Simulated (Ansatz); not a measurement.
Relaxation of AlClH6Si2 (10 atoms, charge 0, multiplicity 1), to a largest force component of 0.02 eV/Å in at most 50 steps.

All numbers below come from UKS PBE-D4/def2-SVP (Ansatz 0.2.0).

```xyz
10
Properties=species:S:1:pos:R:3:forces:R:3
Al -1.821 0.413 -0.846 -1.41 3.52 -1.96
Si -0.153 -0.978 -0.116 29.98 -6.38 4.05
Si 1.425 0.248 0.823 0.69 1.20 0.67
Cl 2.300 1.607 -0.571 -0.17 -0.33 0.40
H -2.250 0.502 -2.425 -0.01 -0.44 0.49
H -2.636 1.405 0.187 0.43 -0.68 -0.05
H 0.435 -1.709 -1.256 -0.15 -0.13 -0.57
H -1.112 -0.816 -0.249 -29.32 3.17 -2.69
H 0.899 1.006 2.016 0.02 0.05 -0.13
H 2.535 -0.637 1.331 -0.05 0.02 -0.21
```

Where does it end, and by what steps?

It converged. The force dipped under the threshold on the way, but the program's further checks kept it going. After 35 steps the energy has fallen by 8.098 eV; Cl4 moved furthest, 1.73 Å. The start is strongly strained (largest force component 30 eV/Å), so its close contacts needn't be bonds. Parted: Al1–H8. Joined: Al1–Cl4.

```csv
step,energy less start (eV),largest force component (eV/Å),accepted
0,0.0000,29.979,yes
2,-6.2462,2.953,yes
4,-6.9504,0.731,yes
6,-7.4239,0.898,yes
8,-7.7088,0.276,yes
10,-7.7601,0.212,yes
12,-7.7824,0.085,yes
14,-7.8293,0.176,yes
16,-7.9379,0.167,yes
18,-8.0350,0.433,yes
20,-8.0525,0.462,no
22,-8.0842,0.079,yes
24,-8.0914,0.120,yes
26,-8.0952,0.044,yes
28,-8.0965,0.078,yes
30,-8.0975,0.064,yes
32,-8.0979,0.034,yes
34,-8.0982,0.015,yes
35,-8.0982,0.016,yes
```

```xyz
10
Properties=species:S:1:pos:R:3
Al -1.347 0.917 -1.157
Si -0.460 -1.162 -0.118
Si 1.292 0.128 0.774
Cl 0.696 2.058 -0.105
H -1.054 1.129 -2.716
H -2.545 1.651 -0.390
H 0.170 -2.240 -0.964
H -1.164 -1.821 1.043
H 1.332 0.427 2.248
H 2.702 -0.046 0.279
```

Run time: 73 s on 2 threads of Intel(R) Xeon(R) Platinum 8488C (Sapphire Rapids) (shared host), peak memory 0.2 GiB.
